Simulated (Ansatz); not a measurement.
Basis-set series for AsCl3GaH3, SMILES `[Cl][Ga-]([Cl])([Cl])[AsH3+]`. Total charge 0; spin multiplicity 1. The geometry is a stationary point of PBE0-D4/def2-TZVP.

| functional | basis | functions | energy (Eh) | HOMO (eV) | LUMO (eV) |
| --- | --- | --- | --- | --- | --- |
| PBE0-D4 | def2-SVP | 133 | -5541.37940 | -8.46 | -0.82 |
| PBE0-D4 | def2-TZVPP | 264 | -5542.37791 | -8.68 | -1.11 |
| ωB97M-V | def2-SVP | 133 | -5542.05265 | -10.68 | 1.18 |
| ωB97M-V | def2-TZVPP | 264 | -5543.04368 | -10.86 | 0.74 |

Question: Give the rows for def2-QZVPP. (Estimate.)

Answer: The calculation gave: 
| functional | basis | functions | energy (Eh) | HOMO (eV) | LUMO (eV) |
| --- | --- | --- | --- | --- | --- |
| PBE0-D4 | def2-QZVPP | 478 | -5542.50941 | -8.73 | -1.28 |
| ωB97M-V | def2-QZVPP | 478 | -5543.17093 | -10.91 | 0.37 |

Positive LUMOs are unbound and depend on the basis. Scalar relativity is left out up to krypton.

Program: Ansatz 0.2.0.
